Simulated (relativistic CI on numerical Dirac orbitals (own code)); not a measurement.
Ligand-field terms of d2

Computed with a parametric ligand-field model of a d^n configuration (Racah B and C, spin-orbit zeta, crystal field), exact diagonalisation.

Field parameters in Wybourne normalisation: Oh B⁴₀ = 21Dq, B⁴₄ = √(5/14) B⁴₀. The field is a parameter set, without covalency, and values of 10Dq over about 45,000 cm⁻¹ lie beyond real compounds.

B = 980 cm⁻¹, C = 3870 cm⁻¹ (C/B = 3.95), Oh, no spin-orbit coupling. Tanabe-Sugano data, E/B above the lowest term (Δ = |10Dq|; b, c mark the second and third term of a kind):

```
 Δ/B   3T1    3T2    3A2    1T2     1E    1A1
 1.0  0.00   0.81   1.81  13.24  13.71  20.88
 3.0  0.00   2.49   5.49  13.78  14.61  22.68
 5.0  0.00   4.22   9.22  14.12  14.94  24.28
 7.0  0.00   6.00  13.00  14.32  15.03  25.65
 9.0  0.00   7.82  16.82  14.42  15.04  26.82
11.0  0.00   9.66  20.66  14.48  15.00  27.80
13.0  0.00  11.53  24.53  14.50  14.96  28.61
15.0  0.00  13.42  28.42  14.50  14.91  29.29
17.0  0.00  15.32  32.32  14.50  14.86  29.86
19.0  0.00  17.23  36.23  14.49  14.81  30.34
21.0  0.00  19.16  40.16  14.47  14.76  30.75
23.0  0.00  21.09  44.09  14.45  14.72  31.09
25.0  0.00  23.03  48.03  14.44  14.68  31.39
27.0  0.00  24.97  51.97  14.42  14.65  31.64
29.0  0.00  26.92  55.92  14.40  14.61  31.87
31.0  0.00  28.88  59.88  14.38  14.58  32.06
33.0  0.00  30.84  63.84  14.37  14.55  32.24
35.0  0.00  32.80  67.80  14.35  14.53  32.39
37.0  0.00  34.77  71.77  14.34  14.50  32.53
39.0  0.00  36.74  75.74  14.32  14.48  32.65
41.0  0.00  38.71  79.71  14.31  14.46  32.76
43.0  0.00  40.68  83.68  14.30  14.44  32.86
45.0  0.00  42.66  87.66  14.29  14.42  32.95
47.0  0.00  44.64  91.64  14.27  14.40  33.03
```

The ground term stays 3T1.
